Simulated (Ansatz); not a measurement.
`FB1C=CO1` + H₂ → `B1C=CO1` + H–F at 400 K and 1 bar (hydrogenolysis of a B–F bond).

Computed with Ansatz on PBE0-D4/def2-TZVP structures; ΔE is electronic, products minus reactants. CBS: MP2 limit from def2 TZ/QZ plus the TZ coupled-cluster correction, frozen cores. This one scheme is used for every species.

```
   species  CCSD(T)/CBS energy (Eh)  H − E (kJ/mol)  S (J/(mol·K))
`FB1C=CO1`               -277.10034           131.8          309.3
        H₂                 -1.17544            38.0          139.0
 `B1C=CO1`               -177.82929           143.2          285.4
       H–F               -100.39570            36.5          182.2
```

H − E and S are ideal-gas, rigid-rotor, harmonic terms from PBE0-D4/def2-TZVP, for one conformer and one mirror image of each species. The MP2-based limit puts H₂ 0.8 mEh under its directly extrapolated value; such offsets cancel only in part. 1 Eh = 2625.50 kJ/mol, R = 8.31446 J/(mol·K).

Problem. By hand: ΔE, ΔH, ΔS and ΔG.

Solution. ΔE = (-177.82929) + (-100.39570) − (-277.10034) − (-1.17544) = 0.05079 Eh = 133.3 kJ/mol. Δ(H − E) = 143.2 + 36.5 − 131.8 − 38.0 = 9.9, so ΔH = 143.2 kJ/mol. ΔS = 285.4 + 182.2 − 309.3 − 139.0 = 19.3 J/(mol·K). ΔG = 143.2 − 400 × (19.3)/1000 = 135.5 kJ/mol.

Problem. By hand: the equilibrium constant, and the temperature at which ΔG would vanish if ΔH and ΔS stayed fixed.

Solution. log₁₀ K = −ΔG/(RT ln 10) = -17.7. ΔG = 0 at ΔH/ΔS = 7420 K, far beyond where these terms or the molecules hold.

ΔH outweighs TΔS. A doubt of 5 kJ/mol in ΔE shifts log₁₀ K by 0.7 here. Other conformers and mirror images would add mixing entropy, several J/(mol·K) or more a flexible species. These are equilibria of isolated gas molecules and say nothing of rates. Largest T1 diagnostic: 0.015 (customary marks: 0.02 for closed shells, 0.045 for open ones).
